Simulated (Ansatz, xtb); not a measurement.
**AlH6NO3: which of two structures lies lower**

We compare a, `O[NH2+][AlH-]([OH])[OH]`, a singlet, with b, a singlet given by its coordinates. Both are isolated molecules in the gas phase, relaxed with PBE0-D4/def2-SVP; the shapes shown needn't be the lowest conformers.

a (Å):

```tsv
atom	x (Å)	y (Å)	z (Å)
Al	0.1216	0.2369	-1.3796
N	-0.5510	-0.6020	0.3485
O	-1.4305	0.2509	1.0115
O	-0.7303	1.7201	-0.9692
O	1.7827	0.1157	-0.9286
H	-1.4028	1.0487	0.4160
H	0.2765	-0.7528	0.9372
H	-1.0122	-1.5095	0.2442
H	-0.4194	-0.5616	-2.6480
H	-1.1868	2.2892	-1.5896
H	2.5319	0.3109	-1.4909
```

b (Å):

```yaml
atoms:
  - { symbol: Al, position_ang: [0.6125, 0.3247, 1.3242] }
  - { symbol: N, position_ang: [-1.1007, 2.3449, 1.6443] }
  - { symbol: O, position_ang: [0.2537, 2.1279, 1.6336] }
  - { symbol: O, position_ang: [-1.1035, 0.0714, 0.7804] }
  - { symbol: O, position_ang: [0.7464, -0.5627, 2.8046] }
  - { symbol: H, position_ang: [-1.3412, 3.1320, 1.0309] }
  - { symbol: H, position_ang: [-1.4319, 2.5706, 2.5907] }
  - { symbol: H, position_ang: [-1.5124, 1.3714, 1.2704] }
  - { symbol: H, position_ang: [1.7695, 0.2145, 0.2384] }
  - { symbol: H, position_ang: [-1.5455, -0.7375, 1.0513] }
  - { symbol: H, position_ang: [1.5921, -0.8400, 3.1582] }
```

Close contacts (Å): Al1–O3 1.86, Al1–O4 1.82, Al1–O5 1.73, N2–O3 1.37, Al1–H9 1.59, N2–H6 1.03, N2–H7 1.03, N2–H8 1.12, O4–H10 0.96, O5–H11 0.96.

Energies in hartree; the thermal terms are from PBE0-D4/def2-SVP harmonic frequencies (ideal gas, rigid rotor, one conformer each, 298.15 K, 1 atm) and include the zero-point energy:

```
                              a           b
E, CCSD(T)/def2-SVP  −525.101148  −525.093126
    E, MP2/def2-SVP  −525.047910  −525.040553
  E, MP2/def2-TZVPP  −525.715730  −525.707801
  zero-point energy     0.079191     0.078382
       H(298 K) − E     0.087935     0.086680
       G(298 K) − E     0.047897     0.047689
```

**Question.** Correct the CCSD(T) difference for the basis set by the MP2 change, then work out ΔE, ΔE₀, ΔH and ΔG for a → b in kcal/mol (1 Eh = 627.51 kcal/mol) and the equilibrium ratio [b]/[a].

**Answer.** 1. Differences b − a: CCSD(T) +0.008022, MP2 in the small set +0.007357, MP2 in the large set +0.007929 Eh.
2. ΔE = +0.008022 + (+0.007929 − (+0.007357)) = +0.008594 Eh = +5.39 kcal/mol.
3. ΔE₀ = ΔE + ΔZPE = +0.008594 + (−0.000809) Eh = +4.89 kcal/mol.
4. ΔH = ΔE + (−0.001255) Eh = +4.61 kcal/mol.
5. ΔG = ΔE + (−0.000208) Eh = +5.26 kcal/mol, so ΔS = (ΔH − ΔG)/T = −9.2 J/(mol K).
6. kT = 0.9442 mEh, so K = [b]/[a] = exp(−ΔG/kT) = exp(−8.88) ≈ 1.4 × 10^−4.

Structure a is favoured at this temperature. An error of 1 kcal/mol in ΔG would change K by a factor of 5.4. Mirror images and further conformers aren't counted.

Other levels gave ΔE = +3.7 (PBE0-D4/def2-SVP); +6.5 (HF/def2-SVP); +4.6 (MP2/def2-SVP); +5.0 (CCSD(T)/def2-SVP) kcal/mol. The correlated steps freeze 9 core orbitals. Programs: Ansatz 0.2.0.
